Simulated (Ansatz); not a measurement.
Two isomers of C2H5BClF: A = `CCB(F)Cl`, B = `CB(F)CCl`.

Gas-phase electronic energies from Ansatz, PBE0-D4/def2-TZVP geometries. CCSD(T)/CBS is the MP2 limit (def2-TZVPP, def2-QZVPP) plus CCSD(T) − MP2 in def2-TZVPP, frozen cores. DFT in def2-TZVPP. B3LYP here is the variant with VWN-RPA as its local correlation; programs differ in this. One conformer a species, not always the lowest.

Problem. Which isomer does CCSD(T)/CBS put lower? Give the gap. (Best estimate.)

Solution. Computed: A, by 26.1 kcal/mol.

Problem. Give E(B) − E(A) in kcal/mol with PBE0-D4, PBE-D4, CCSD/def2-TZVPP, B3LYP-D4, ωB97M-V, B3LYP, HF/def2-TZVPP. (Best estimate.)

Solution. Ansatz gave: PBE0-D4 26.1, PBE-D4 25.3, CCSD/def2-TZVPP 26.5, B3LYP-D4 25.2, ωB97M-V 26.0, B3LYP 25.3, HF/def2-TZVPP 26.5. None reverses the order clearly.

Largest T1 diagnostic: 0.011.

From PBE to PBE0 (25 % exact exchange), in def2-TZVPP and without D4, E(B) − E(A) moves by +0.7 kcal/mol.
